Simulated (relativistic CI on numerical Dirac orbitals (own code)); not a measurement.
What each ingredient does to the levels of Os⁵⁰⁺

Base calculation: Dirac-Coulomb-Breit CI, orbitals from a KLI potential per configuration, a model potential for QED, unscaled Slater integrals.

CI space (outside the closed core [Ne]): 3s2 3p6 3d8, 3s2 3p5 3d9, 3s2 3p4 3d10, 3s 3p6 3d9, 3p6 3d10, 3s 3p5 3d10, 3s2 3p6 3d7 4s, 3s2 3p6 3d7 4p, 3s2 3p4 3d9 4s, 3s2 3p6 3d7 4d, 3s2 3p4 3d9 4p, 3s2 3p5 3d8 4s, 3s2 3p6 3d7 4f, 3s2 3p4 3d9 4d, 3s 3p5 3d9 4s, 3s2 3p5 3d8 4p. Levels of other configurations are missing.

Variants: (1) valence Slater integrals scaled by 0.9; (2) QED terms removed. Shifts of the energy above 3s2 3p6 3d8 3F_4, in eV, for the lowest level and the first level of each name with at least 55 % of one term (blank where a level changes its place among those of its configuration and J or its character, or is not in the variant):

```
            Level     Base   Δ(1)   Δ(2)
 3s2 3p6 3d8 3F_4     0.00   0.00   0.00
 3s2 3p6 3d8 3F_3    74.41  +0.25  -0.20
 3s2 3p6 3d8 3P_1    89.81  -1.15  -0.20
 3s2 3p6 3d8 1G_4    89.96  -1.43  -0.19
 3s2 3p6 3d8 3F_2   156.18  -0.19  -0.39
3s2 3p5 3d9 3F°_4   450.43  +1.48  +0.68
3s2 3p5 3d9 3D°_3   477.06  -0.90  +0.68
3s2 3p5 3d9 3P°_0   548.61  -0.67  +0.48
3s2 3p5 3d9 3F°_3   550.90  -1.07  +0.49
3s2 3p5 3d9 3F°_2   884.27  +0.68  +0.14
3s2 3p4 3d10 3P_2   934.32   0.00  +1.38
3s2 3p4 3d10 1S_0   957.77  -2.47  +1.34
  3s 3p6 3d9 3D_3  1067.37  -0.09  +4.90
  3s 3p6 3d9 3D_1  1144.87  -0.11  +4.70
```

At this charge energies of transitions that change n are usually good to better than 1 %, and those within a shell (Δn = 0) to a few per cent.

Ionisation energy from the two ground configurations alone: base 4635.3 eV. The NIST ASD value (theoretical) is 4635 eV.

LS names give the leading component of a level, which can be under half, so a name can repeat, a term be missing and a line seem to break the LS rules.
